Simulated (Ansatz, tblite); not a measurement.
Isomers of Mg₂F₄ (singlet), found by a short tight-binding search and relaxed with PBE0-D4/def2-SVP in Ansatz.

The xTB rows come from tblite. Correlated methods freeze 6 core orbitals; core or outer-core shells of Mg are correlated, in sets that lack core-valence functions.

Other spin states weren't relaxed.

A:

Cartesian coordinates in Å:
```
Mg -0.2511 -0.2171 -1.4109
Mg 0.2448 0.2214 1.4116
F 0.5569 0.4761 3.1233
F -0.5390 -0.4887 -3.1246
F -0.5651 -1.0648 0.2645
F 0.5535 1.0731 -0.2639
```

B:

Cartesian coordinates in Å:
```
Mg -0.6235 -0.1464 0.5110
Mg 1.2858 0.3025 -1.0501
F -0.5014 0.0898 -1.5093
F 0.7197 1.3752 0.3570
F -1.9724 -0.4652 1.6074
F 1.0917 -1.1559 0.0840
```

Estimate which lies lowest at each level, and how far above it the others are (kJ/mol).


| level | A | B |
| --- | --- | --- |
| GFN1-xTB | 0.0 | 27.1 |
| GFN2-xTB | 0.0 | 4.3 |
| HF/def2-SVP | 0.0 | 71.4 |
| PBE-D4/def2-TZVP | 0.0 | 63.4 |
| r2SCAN-D4/def2-TZVP | 0.0 | 54.9 |
| r2SCANh-D4/def2-TZVP | 0.0 | 55.0 |
| PBE0-D4/def2-TZVP | 0.0 | 61.6 |
| BHLYP-D4/def2-TZVP | 0.0 | 63.9 |
| MP2/def2-SVP | 0.0 | 69.6 |
| CCSD/def2-SVP | 0.0 | 67.9 |
| CCSD(T)/def2-SVP | 0.0 | 68.0 |
Point groups (tolerance 0.1 Å): A D2h, B C3v. Lower isomers may exist.
